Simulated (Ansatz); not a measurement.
A nudged elastic band was laid between two geometries of AlF$_{3}$H$_{2}$ (6 atoms, charge 0, multiplicity 1).

Theory: RKS PBE/6-31G* (Ansatz 0.2.0).

```
movable images  : 5
climbing image  : yes
spring          : 5.0 eV/Å²
optimiser       : quadratic models (default)
start path      : straight line
force threshold : 0.05 eV/Å
iteration limit : 60
end points      : relaxed
```

Initial state:

```xyz
6
Properties=species:S:1:pos:R:3
Al 0.006 0.003 0.081
H 0.007 0.443 1.633
F 1.427 0.112 -0.782
F -1.432 0.040 -0.760
F 0.059 -1.895 0.760
H 0.059 -1.601 1.680
```

Final state:

```xyz
6
Properties=species:S:1:pos:R:3
Al 0.021 -0.653 -0.228
H 0.011 0.276 1.813
F 1.427 0.115 -0.641
F -1.428 0.046 -0.617
F 0.064 -2.215 0.327
H 0.033 -0.467 1.959
```

Problem. What changes between the two ends?

Solution. Bonds broken: Al1–H2, F5–H6. Bonds formed: H2–H6. AlF3H2 becomes AlF3 + H2.

Problem. Give the energies along the band, and the barrier.

Solution. It converged. The highest image is number 2 of 0 to 6, 3.0 kJ/mol above the first end and 114.1 kJ/mol above the last; the last end lies 111.1 kJ/mol below the first. Another band between the same ends (5 images) ends at a top of the same energy, where a vibrational analysis finds 1 clearly imaginary mode. The orbitals stay closed-shell, which can raise the energy where a bond breaks towards radicals; this wasn't checked here.

| image | path coordinate (Å) | energy (kJ/mol) | Al1–H2 (Å) | F5–H6 (Å) | H2–H6 (Å) |
| --- | --- | --- | --- | --- | --- |
| 0 | 0.00 | 0.0 | 1.61 | 0.97 | 2.05 |
| 1 | 0.26 | 1.1 | 1.63 | 0.99 | 1.70 |
| 2 | 0.52 | 3.0 | 1.67 | 1.05 | 1.36 |
| 3 | 0.85 | -20.3 | 1.78 | 1.31 | 1.01 |
| 4 | 1.17 | -80.4 | 1.95 | 1.65 | 0.80 |
| 5 | 1.49 | -106.3 | 2.15 | 2.01 | 0.76 |
| 6 | 1.81 | -111.1 | 2.24 | 2.39 | 0.76 |

Problem. What is the geometry of the highest image?

Solution. 
```xyz
6
Properties=species:S:1:pos:R:3:forces:R:3
Al 0.009 -0.135 0.036 0.00 0.00 -0.01
H 0.015 0.137 1.687 0.00 0.00 0.00
F 1.434 0.148 -0.767 0.01 0.00 0.01
F -1.440 0.076 -0.744 -0.01 0.00 0.01
F 0.059 -1.902 0.799 0.00 -0.01 -0.01
H 0.049 -1.223 1.602 0.00 0.01 0.01
```

Run time: 44 s on 2 threads of Arm Neoverse V2, with other jobs on the host, peak memory 0.12 GiB.
